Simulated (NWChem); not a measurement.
System: C2H2BrF; SMILES C=C(F)Br

NWChem input:

```
start job
memory heap 200 mb stack 900 mb global 1100 mb
geometry units angstroms noautoz
  C     -1.213429     1.636668     0.000000
  C     -0.082066     0.946407     0.000000
  F      1.121944     1.517009     0.000000
  Br     0.035688    -0.953739     0.000000
  H     -2.173872     1.140413     0.000000
  H     -1.173952     2.720846     0.000000
end
basis spherical
  * library def2-svp
end
dft
  xc xpbe96 cpbe96
  iterations 150
  vectors input atomic output neutral.movecs
end
task dft energy
charge 1
dft
  odft
  mult 2
  vectors input atomic output cation.movecs
end
task dft energy
```

Coordinates come from a B3LYP/6-31G* (spherical d) optimisation.

Ions are spin-unrestricted doublets at the neutral geometry; other ion states weren't tried.

### Question
Give the results of this calculation. (PBE/def2-SVP, vertical spin-unrestricted ions.) Quantities: vertical ionisation energy, ΔSCF (eV); −ε(HOMO) (eV).

### Answer
```
Property                               Value
-------------------------------------  -----
vertical ionisation energy, ΔSCF (eV)   9.61
−ε(HOMO) (eV)                           6.25
```
